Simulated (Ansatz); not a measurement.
Ansatz (an electronic-structure program) input (wB97X-V/def2-TZVP):

Ansatz 0.2 input:
```yaml
crystal:
  periodic: [false, false, false]
  atoms:
    - {symbol: O, position_ang: [-0.00000000, -0.00000000, -0.89733765]}
    - {symbol: Si, position_ang: [0.00000000, 0.00000000, 0.64592666]}
    - {symbol: H, position_ang: [-0.00000000, -0.00000000, -1.86427210]}
basis:
  gaussian:
    orbitals: def2-TZVP
hamiltonian:
  xc: {name: wB97X-V}
total_charge: 1
relax: {f_tol: 0.003, max_steps: 100}
```

Output:

```
Functional definition: wB97X-V
integrals: 0.02 GiB planned
447 factors; their error is unknown
integrals: 0.05 GiB planned
117 factors; integrals over basis functions are off by at most 2.1e-5 eV
mean field: 0.20 GiB planned
mean field evaluation 1: about -9917.1661 eV, gradient 9.8e1 eV
mean field evaluation 2: about -9883.1004 eV, gradient 1.5e2 eV
mean field evaluation 4: about -9932.2158 eV, gradient 2.6e0 eV
mean field evaluation 8: about -9932.2321 eV, gradient 3.2e-2 eV
mean field evaluation 16: about -9932.2559 eV, gradient 4.1e-5 eV
mean field -9932.25591853 eV, -365.0036726811 hartree, gradient 4.1e-5 eV, S^2 0.000000; 0 other end points of the search recorded, 0 dependent functions left out
the calculation of the forces begins
reference -9932.25591722 eV, -365.0036726330 hartree; 11, 11 occupied and 63, 63 virtual orbitals, 447 factors
relax step   1: F+E_penalty+E_count = -9932.25591853 eV  Δ(F+E_penalty+E_count) = +0.000e0 eV  max|allowed force component| = 1.973e-1 eV/Å  Δτ_max = 0.0000 Å  (27 SCF iters, accepted)
these checks for a lower state are left out or cut short: starts, cluster_reference, orbital_swaps, neighbouring_geometries, increment
integrals: 0.02 GiB planned
447 factors; their error is unknown
integrals: 0.05 GiB planned
117 factors; integrals over basis functions are off by at most 2.1e-5 eV
mean field: 0.20 GiB planned
mean field -9932.25626011 eV, -365.0036852341 hartree, gradient 1.3e-5 eV, S^2 0.000000; 0 other end points of the search recorded, 0 dependent functions left out
the calculation of the forces begins
reference -9932.25625881 eV, -365.0036851860 hartree; 11, 11 occupied and 63, 63 virtual orbitals, 447 factors
relax step   2: F+E_penalty+E_count = -9932.25626011 eV  Δ(F+E_penalty+E_count) = -3.416e-4 eV  max|allowed force component| = 1.007e-1 eV/Å  Δτ_max = 0.0017 Å  (24 SCF iters, accepted)
these checks for a lower state are left out or cut short: starts, cluster_reference, orbital_swaps, neighbouring_geometries, increment
integrals: 0.02 GiB planned
447 factors; their error is unknown
integrals: 0.05 GiB planned
117 factors; integrals over basis functions are off by at most 2.1e-5 eV
mean field: 0.20 GiB planned
mean field -9932.25636291 eV, -365.0036890119 hartree, gradient 1.0e-5 eV, S^2 0.000000; 0 other end points of the search recorded, 0 dependent functions left out
the calculation of the forces begins
reference -9932.25636161 eV, -365.0036889639 hartree; 11, 11 occupied and 63, 63 virtual orbitals, 447 factors
relax step   3: F+E_penalty+E_count = -9932.25636291 eV  Δ(F+E_penalty+E_count) = -1.028e-4 eV  max|allowed force component| = 8.088e-4 eV/Å  Δτ_max = 0.0014 Å  (24 SCF iters, accepted)
integrals: 0.02 GiB planned
447 factors; their error is unknown
integrals: 0.05 GiB planned
117 factors; integrals over basis functions are off by at most 2.1e-5 eV
mean field: 0.20 GiB planned
mean field evaluation 32: about -9932.2321 eV, gradient 1.6e-1 eV
mean field -9932.25636291 eV, -365.0036890119 hartree, gradient 1.1e-5 eV, S^2 0.000000; 1 other end points of the search recorded, 0 dependent functions left out
the calculation of the forces begins
reference -9932.25636161 eV, -365.0036889639 hartree; 11, 11 occupied and 63, 63 virtual orbitals, 447 factors
Total energy: -9932.25636161 eV, -365.0036889639 hartree
Atom 0 at     0.000000    -0.000000    -0.896545 Å, force    -0.000000    -0.000000    -0.000799 eV/Å
Atom 1 at    -0.000000    -0.000000     0.642816 Å, force     0.000000     0.000000     0.000809 eV/Å
Atom 2 at    -0.000000     0.000000    -1.861955 Å, force     0.000000     0.000000    -0.000010 eV/Å
Dipole moment:    -0.000000    -0.000000     0.041359 e Å
```

It need not be the lowest isomer of its formula.
